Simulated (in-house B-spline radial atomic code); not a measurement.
Values are calculated unless marked as measured or tabulated.
## Making a Troullier-Martins s channel for Tc, r_c = 2.1 bohr

Tc, [Kr] 4d5 5s2, non-relativistic LDA (VWN5), spherical and spin-unpolarised, from an all-electron radial atomic-structure program (B-spline basis) (atomic units). The all-electron 5s level is ε = -0.183637 hartree, its outermost node lies just inside 1.32 bohr and its outer maximum at 2.79 bohr.

Inside r_c the pseudo-orbital is u(r) = r^1 exp(p(r)), with p = c0 + c2 r² + c4 r⁴ + … + c12 r¹². The seven coefficients follow from p and its first four derivatives at r_c, from zero curvature of the screened potential at the origin, c4 = −c2²/(2l + 5), and from the norm inside r_c. At r_c the all-electron orbital has P = 0.5029784, P' = 0.3491299, the screened potential V = -0.8747114, V' = 1.022372, V'' = -1.772467, and the norm inside is Q = 0.1212199.

(1) What are p, p' and p'' at r_c?

For a trial c2 the five matching conditions are linear in c0, c6, c8, c10 and c12, and c2 is varied until the norm inside r_c equals Q. The root nearest zero gives:

| n | c_n |
| --- | --- |
| 0 | -1.185754 |
| 2 | -0.7048315 |
| 4 | -0.0993575 |
| 6 | 0.3088093 |
| 8 | -0.1124556 |
| 10 | 0.01630306 |
| 12 | -0.0008629271 |

(2) Check c4 and p(r_c), and find the screened pseudopotential at the origin.

Orbitals and screened potentials:

| r (bohr) | P | u | V all-electron | V pseudo |
| --- | --- | --- | --- | --- |
| 0.21 | 0.06537 | 0.06218 | -99.2 | -2.285 |
| 0.525 | -0.04134 | 0.1319 | -19.96 | -1.89 |
| 0.84 | -0.284 | 0.1615 | -7.79 | -0.5969 |
| 1.155 | -0.1322 | 0.1795 | -3.814 | 0.9239 |
| 1.47 | 0.1327 | 0.2362 | -2.124 | 1.517 |
| 1.785 | 0.3561 | 0.3638 | -1.309 | 0.03342 |
| 2.1 | 0.503 | 0.503 | -0.8747 | -0.8747 |

Logarithmic derivatives P'/P at R = 2.4 bohr, for energies E around ε:

```tsv
E − ε (hartree)	all-electron	pseudo
-0.5	0.830359	0.801713
-0.25	0.577943	0.568272
-0.1	0.40921	0.407284
0	0.287638	0.287639
0.1	0.157438	0.154701
0.25	-0.0572862	-0.0809038
0.5	-0.484171	-0.679301
```

(3) With P(R) = 0.5790127 and a norm of 0.2106557 inside R, what slope in energy does norm conservation fix?

Results:

(1) p = ln(P/r_c^1) = ln(0.5029784/2.1) = -1.42915. p' = P'/P − 1/r_c = 0.69413 − 0.47619 = 0.21793. The radial equation gives p'' = 2(V − ε) − 2(1) p'/r_c − p'² = -1.38215 − (0.20756) − 0.04750 = -1.63720. Differentiating, p''' = 2V' + 2(1)p'/r_c² − 2(1)p''/r_c − 2p'p'' = 4.4164, and p'''' = 2V'' − 4(1)p'/r_c³ + 4(1)p''/r_c² − 2(1)p'''/r_c − 2p''² − 2p'p''' = -16.616.

(2) −c2²/5 = -0.0993575, as listed. The terms c_n r_c^n are -1.18575, -3.10831, -1.93231, 26.48537, -42.53391, 27.19331, -6.34754, which sum to -1.42915. Inverting the radial equation, V_l(r) = ε + 1 p'/r + (p'' + p'²)/2, so V_l(0) = ε + (2l + 3) c2 = -0.183637 + 3 × (-0.704832) = -2.2981 hartree, finite where the all-electron potential diverges.

(3) d(P'/P)/dE = −2 × (norm inside R)/P(R)² = -1.2567 per hartree·bohr at E = ε, for both atoms, since orbital and norm agree at R. Differences over ±0.1 hartree give -1.2589 (all-electron) and -1.2629 (pseudo), which also hold third-order terms. Half a hartree below ε the two curves differ by -0.0286.
